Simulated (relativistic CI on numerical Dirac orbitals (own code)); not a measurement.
## Xe²¹⁺: computed level list

Computed by Dirac-Coulomb-Breit CI, KLI orbitals optimised for each configuration, QED by a radiative potential, unscaled Slater integrals (own radial code, finite nucleus).

Configuration list (outside the closed core [Ar] 3d10): 4s²4p³, 4s4p⁴, 4s²4p²4d, 4p⁵, 4s4p³4d, 4s²4p²4f, 4s4p³4f, 4p⁴4d, 4s4p²4d², 4s²4p4d4f, 4p⁴4f, 4s²4p²5s, 4s²4p²5p, 4p⁴5s, 4p³4d4f, 4s4p²4d5s, 4s4p³5s, 4s²4p²5d, 4s4p²4f², 4s²4p4f5s, 4s4p³5p, 4s²4p²5f, 4s²4p²5g, 4s4p³5d, 4s²4p²6s, 4s²4p²6p, 4p³4f5s, 4s²4p4d², 4s²4d³, 4s4p4d³, 4s²4d²4f, 4s4p4d²4f, 4s²4d²5s, 4p³4d², 4p²4d³, 4p²4d²4f, 4p²4d²5s, 4s²4p4f², 4s²4d4f², 4s4p4d4f², 4s²4f³, 4s4p4f³, 4s²4f²5s, 4p³4f², 4p²4d4f², 4p²4f³, 4p²4f²5s, 4s4p²4d4f, 4s4p4d4f5s, 4s²4p4d5s, 4s4p4d²5s, 4s²4d4f5s, 4s²4d5s², 4p³4d5s, 4p²4d4f5s, 4p²4d5s², 4s4p²4f5s, 4s4p4f²5s, 4s4p4f5s², 4s²4p5s², 4s4p4d5s², 4s²4f5s². Double excitations out of closed p, d and f shells are left out; levels of such configurations are missing from the list, as are those of other unlisted configurations, and high levels can miss mixing partners. These lack a partner that the ground configuration has and come out too high: 4s²4p²5p, 4s²4p²5d, 4s4p³5p, 4s²4p²5f, 4s²4p²5g.

The lowest level is 4s²4p³ ⁴S°3/2, with 42 % of that term; Hund's rules for 4s²4p³ give ⁴S° with J = 3/2, in agreement.

```csv
No.,Configuration,Term,J,E (eV),%,Landé g
1,4s²4p³,⁴S°,3/2,0.000,42,1.508
2,4s²4p³,²D°,3/2,13.249,50,1.359
3,4s²4p³,²D°,5/2,16.467,98,1.198
4,4s²4p³,²P°,1/2,20.718,98,0.663
5,4s²4p³,²P°,3/2,34.100,58,1.263
6,4s4p⁴(3P),⁴P,5/2,62.923,79,1.539
7,4s4p⁴(3P),⁴P,3/2,70.604,52,1.411
8,4s4p⁴(3P),⁴P,1/2,71.349,59,2.411
9,4s4p⁴(3P),⁴P,3/2,79.843,39,1.234
10,4s4p⁴(1D),²D,5/2,83.933,70,1.256
11,4p²(3P)4d,⁴F,3/2,86.359,43,0.726
12,4s4p⁴(3P),²P,1/2,89.454,36,1.439
13,4p²(3P)4d,⁴F,5/2,90.944,38,1.166
14,4s4p⁴(3P),²P,3/2,91.014,45,1.110
15,4p²(1D)4d,²F,5/2,97.843,58,0.941
16,4p²(3P)4d,⁴D,1/2,98.989,78,0.310
17,4p²(3P)4d,⁴F,7/2,99.996,65,1.153
18,4p²(3P)4d,⁴D,3/2,100.761,51,1.041
19,4p²(3P)4d,⁴D,7/2,100.928,50,1.285
20,4p²(3P)4d,⁴F,9/2,103.925,57,1.240
21,4p²(3P)4d,⁴D,5/2,105.384,33,1.191
22,4s4p⁴(3P),²P,1/2,106.200,32,1.216
23,4p²(3P)4d,²P,3/2,107.218,42,1.204
24,4p²(1D)4d,²G,7/2,110.380,57,1.042
25,4p²(3P)4d,⁴P,5/2,110.778,48,1.417
26,4p²(3P)4d,⁴P,3/2,111.690,43,1.444
27,4p²(3P)4d,⁴P,1/2,111.846,43,2.018
28,4p²(3P)4d,²D,3/2,114.752,73,0.898
29,4p²(3P)4d,²D,5/2,116.949,61,1.101
30,4p²(1D)4d,²F,7/2,118.047,49,1.232
31,4p²(3P)4d,²P,1/2,118.568,56,0.981
32,4p²(1D)4d,²G,9/2,119.579,57,1.202
33,4p²(1D)4d,²P,1/2,122.203,66,1.067
34,4p²(1D)4d,²D,3/2,123.971,49,1.100
35,4p²(1D)4d,²D,5/2,124.813,36,1.185
36,4p²(1S)4d,²D,5/2,127.971,84,1.205
37,4p²(3P)4d,²F,7/2,128.658,85,1.122
38,4p²(1D)4d,²P,3/2,130.585,50,1.134
39,4p²(1D)4d,²S,1/2,131.443,43,1.884
40,4p²(3P)4d,²D,3/2,135.463,73,0.949
41,4p²(3P)4d,²D,5/2,137.488,54,1.100
42,4p⁵,²P°,3/2,140.535,68,1.335
43,4s4p³(4S°)<5S°>4d,⁶D°,1/2,143.957,75,3.070
44,4s4p³(4S°)<5S°>4d,⁶D°,5/2,144.203,63,1.500
45,4s4p³(4S°)<5S°>4d,⁶D°,3/2,144.376,72,1.698
46,4s4p³(4S°)<5S°>4d,⁶D°,7/2,144.715,63,1.480
47,4s4p³(4S°)<5S°>4d,⁶D°,9/2,146.714,73,1.486
48,4s4p³(2D°)<3D°>4d,⁴F°,3/2,150.582,47,0.791
49,4s4p³(2D°)<3D°>4d,⁴D°,5/2,151.884,40,1.328
50,4p⁵,²P°,1/2,155.133,59,0.656
51,4s4p³(4S°)<5S°>4d,⁴D°,7/2,156.490,37,1.312
52,4s4p³(2D°)<3D°>4d,⁴G°,5/2,156.494,53,0.783
53,4s4p³(2D°)<3D°>4d,⁴D°,3/2,157.938,55,1.027
54,4s4p³(2D°)<3D°>4d,⁴D°,1/2,158.093,82,0.202
55,4s4p³(2D°)<3D°>4d,⁴F°,5/2,158.931,55,1.160
56,4s4p³(2P°)<3P°>4d,⁴D°,1/2,159.224,37,1.307
57,4s4p³(2D°)<3D°>4d,⁴G°,7/2,159.541,40,1.164
58,4s4p³(2D°)<3D°>4d,⁴F°,7/2,160.549,76,1.269
59,4s4p³(2P°)<3P°>4d,⁴D°,1/2,162.124,46,1.062
60,4s4p³(2D°)<3D°>4d,⁴G°,9/2,162.656,62,1.253
61,4s4p³(2D°)<3D°>4d,²G°,7/2,164.334,43,1.101
62,4s4p³(2D°)<3D°>4d,⁴F°,9/2,164.414,85,1.321
63,4s4p³(2P°)<3P°>4d,⁴D°,3/2,164.502,61,1.261
64,4s4p³(2P°)<3P°>4d,²D°,5/2,164.965,24,1.151
65,4s4p³(2P°)<3P°>4d,⁴P°,3/2,165.522,28,1.392
66,4s4p³(2D°)<3D°>4d,⁴G°,11/2,167.339,95,1.271
67,4s4p³(2D°)<3D°>4d,²G°,9/2,168.172,65,1.158
68,4s4p³(2D°)<3D°>4d,⁴P°,1/2,170.720,36,1.615
69,4s4p³(2D°)<3D°>4d,⁴P°,5/2,170.965,47,1.403
70,4s4p³(2P°)<3P°>4d,⁴F°,3/2,171.191,63,0.601
```

Energies count from the lowest computed level; ° marks odd parity. Percentages are summed over parent terms; the parents shown are those of the largest component, closed shells are left out there, and <> holds an intermediate term.

The mean weight of the leading LS term, summed over parents, in these 70 levels is 56 %, and that of the leading jj configuration (from the same eigenvectors) 64 %.

At this charge energies of transitions that change n are usually good to better than 1 %, and those within a shell (Δn = 0) to a few per cent.

LS names give the leading component of a level, which can be under half, so a name can repeat, a term be missing and a line seem to break the LS rules.
